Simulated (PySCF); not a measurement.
**Which determinant of SnH⁺ lies lowest?**

Unrestricted PBE0; Sn def2-SVPD with ECP28, H def2-SVPD; scalar-relativistic core potentials (PySCF 2.14). Outer shells of the fragments: Sn+ 4d10 5s2 5p1; H 1s1.

Followed along the bond (rough minima from three points):

| 2Ms+1 | unpaired | ⟨S²⟩ at the start | R at minimum (Å) | Te (eV) |
| --- | --- | --- | --- | --- |
| 1 | none | 0.00 | 1.77 | 0.00 |
| 3 | σ ↑, π ↑ | 2.01 | none in the scan | ≤ 2.18 |

Solutions found at the starting distance of 1.770 Å, counted from the lowest of them; the search is not exhaustive and high or unbound solutions are not listed, so other states can lie among these:

```json
{"2Ms+1": "1", "unpaired": "none", "term": "¹Σ⁺", "E (eV)": "0.00", "⟨S²⟩": "0.00", "⟨Lz²⟩": "0.00", "μ (D)": "0.06"}
{"2Ms+1": "3", "unpaired": "σ ↑, π ↑", "term": "³Π", "E (eV)": "2.22", "⟨S²⟩": "2.01", "⟨Lz²⟩": "1.00", "μ (D)": "0.70"}
{"2Ms+1": "1", "unpaired": "σ ↑, π ↓", "term": "mixed", "E (eV)": "2.51", "⟨S²⟩": "1.02", "⟨Lz²⟩": "1.00", "μ (D)": "0.83"}
{"2Ms+1": "3", "unpaired": "σ ↑↑", "term": "³Σ⁺", "E (eV)": "5.96", "⟨S²⟩": "2.00", "⟨Lz²⟩": "0.00", "μ (D)": "1.11"}
{"2Ms+1": "3", "unpaired": "π ↑↑", "term": "³Σ⁻", "E (eV)": "6.43", "⟨S²⟩": "2.17", "⟨Lz²⟩": "0.00", "μ (D)": "0.94"}
{"2Ms+1": "1", "unpaired": "π ↑↓", "term": "mixed", "E (eV)": "6.98", "⟨S²⟩": "1.00", "⟨Lz²⟩": "2.01", "μ (D)": "0.88"}
{"2Ms+1": "1", "unpaired": "none", "term": "mixed", "E (eV)": "7.88", "⟨S²⟩": "0.00", "⟨Lz²⟩": "2.00", "μ (D)": "0.86"}
{"2Ms+1": "3", "unpaired": "σ ↑, δ ↑", "term": "³Δ", "E (eV)": "9.81", "⟨S²⟩": "2.01", "⟨Lz²⟩": "4.00", "μ (D)": "1.22"}
{"2Ms+1": "1", "unpaired": "σ ↑, δ ↓", "term": "mixed", "E (eV)": "9.86", "⟨S²⟩": "1.01", "⟨Lz²⟩": "4.00", "μ (D)": "1.28"}
```

A term symbol is given only where ⟨S²⟩ and ⟨Lz²⟩ are close to those of a pure state; real π, δ and φ orbitals otherwise mix terms. A positive dipole points towards H; it is taken about the centre of mass and depends on that origin.

Spin–orbit coupling is left out. Counting both spins, an empty level lies below a filled one in some of these solutions, because spin and occupation are held.
